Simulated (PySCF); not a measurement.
Molecule: SMILES OCC(F)(F)C(F)(F)F, C3H3F5O.

Cartesian coordinates in Å; atom numbers follow the order of the lines, from 1:
```xyz
12

O     2.2480   -0.3251    0.1549
C     1.0778    0.3360   -0.1911
C    -0.1693   -0.3786    0.3578
F    -0.2003   -1.6612   -0.0918
F    -0.1532   -0.4541    1.7048
C    -1.4816    0.3176   -0.0794
F    -1.4778    1.5993    0.2957
F    -1.5961    0.2970   -1.4108
F    -2.5619   -0.2559    0.4319
H     2.2293   -1.2339   -0.1736
H     1.1327    1.3318    0.2559
H     0.9536    0.4264   -1.2804
```

Frames of a GFN2-xTB Langevin trajectory at 300 K; GIAO PBE0/pcSseg-1 shieldings in PySCF 2.14, gas phase, non-relativistic; equivalent atoms averaged within each frame.

References, each an isolated molecule treated in the same way: 17O (σ = 336.08 ppm) against H2O; TMS for 13C (σ = 186.93 ppm) and 1H (σ = 31.72 ppm); CFCl3 for 19F (σ = 170.95 ppm). The references are static minima.

Task: How do the shifts (ppm) fluctuate along the trajectory?

Result: 
```
         time (fs)    O1     C6     C3    C2  F7/F8/F9   F4/F5  H11/H12    H10
optimised geometry   2.3  128.6  122.1  66.6    -100.3  -151.8     4.41   1.19
               250   1.8  133.2  115.8  69.3     -84.7  -157.6     4.39  -0.43
               425   4.6  126.9  116.3  67.5    -103.3  -158.1     4.08   1.14
               625  11.9  133.4  124.8  70.1     -85.8  -137.3     5.45   1.19
               800   3.6  126.5  118.7  63.9    -100.9  -151.4     4.46   1.23
              1000  14.6  131.0  123.6  66.9     -85.1  -137.6     4.17   2.34
    mean of frames   7.3  130.2  119.9  67.6     -91.9  -148.4     4.51   1.09
standard deviation   5.6    3.4    4.2   2.4       9.3    10.3     0.55   0.99
```

5 frames give an uncertainty of the mean of about the standard deviation over 2.2 at best, since frames this close in time may not be independent; classical motion lacks zero-point vibration, and the reference would need the same averaging.
